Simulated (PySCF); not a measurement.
# Correlation energy of Ne⁶⁺ (neon, charge +6)

Starting occupation: [He] 2s2. Calculation: PySCF 2.14, in an uncontracted even-tempered set (18 s from 0.11 bohr⁻², ratio 2.6; 11 p from 0.15 bohr⁻², ratio 2.6; 8 d from 0.15 bohr⁻², ratio 2.8; 4 f from 4.3 bohr⁻², ratio 2.8); X2C-1e with screened-nucleus spin-orbit coupling, Gaussian nucleus. Frozen: nothing; 4 electrons correlated; the 28 highest virtual spinors left out.

MP2 pair energies summed by pair of shells (mhartree):

| pair | energy | share (%) |
| --- | --- | --- |
| 2s1/2-2s1/2 | -73.03 | 58.0 |
| 1s1/2-1s1/2 | -40.54 | 32.2 |
| 1s1/2-2s1/2 | -12.26 | 9.7 |

Total MP2 correlation energy: -125.83 mhartree.

The virtual space was cut to 56 spinors, which keep -114.81 of the -125.83 mhartree of MP2 correlation.

| level | correlation energy (mhartree) |
| --- | --- |
| CCSD | -167.44 |
| (T) | -0.56 |
| CCSD(T) | -168.00 |

Diagnostics: T1 = 0.0030, largest double amplitude 0.147.

Cost of the coupled-cluster step: roughly 22 core-seconds, for 4 occupied and 56 virtual spinors.

The coupled-cluster values are those of the cut space; adding the MP2 remainder, -11.02 mhartree, estimates the full space.
